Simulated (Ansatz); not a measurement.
Start from `O=CC([SiH3])=S` and change one atom or group to get `BC([SiH3])=S`.

Ansatz, PBE0-D4/def2-TZVP geometries, multiplicity 1. Each molecule was computed in one conformer, which needn't be the lowest.

```tsv
property	`O=CC([SiH3])=S`
HOMO energy (PBE/def2-TZVPP) / eV	-5.77
HOMO energy (ωB97M-V/def2-TZVPP) / eV	-9.23
HOMO energy (PBE0/def2-TZVPP) / eV	-7.03
LUMO energy (B3LYP/def2-TZVPP) / eV	-4.01
size of the dipole moment (PBE/def2-TZVPP) / D	0.87
HOMO–LUMO gap (PBE/def2-TZVPP) / eV	1.05
```

**Question.** Give the same properties after the change, and the shifts. (Estimate.)

**Answer.** Computed: 
| property | `BC([SiH3])=S` | shift |
| --- | --- | --- |
| HOMO energy (PBE/def2-TZVPP) / eV | -6.32 | -0.55 |
| HOMO energy (ωB97M-V/def2-TZVPP) / eV | -9.55 | -0.32 |
| HOMO energy (PBE0/def2-TZVPP) / eV | -7.43 | -0.40 |
| LUMO energy (B3LYP/def2-TZVPP) / eV | -3.31 | 0.70 |
| size of the dipole moment (PBE/def2-TZVPP) / D | 2.03 | 1.16 |
| HOMO–LUMO gap (PBE/def2-TZVPP) / eV | 2.27 | 1.22 |

With PBE0 the HOMO falls by 0.40 eV and the LUMO rises by 0.68 eV, so the gap widens by about 1.08 eV. PBE moves the HOMO by -0.55 eV and ωB97M-V by -0.32 eV. Dipoles are sizes alone; their direction can turn.

B3LYP here is the variant with VWN-RPA as its local correlation; programs differ in this.
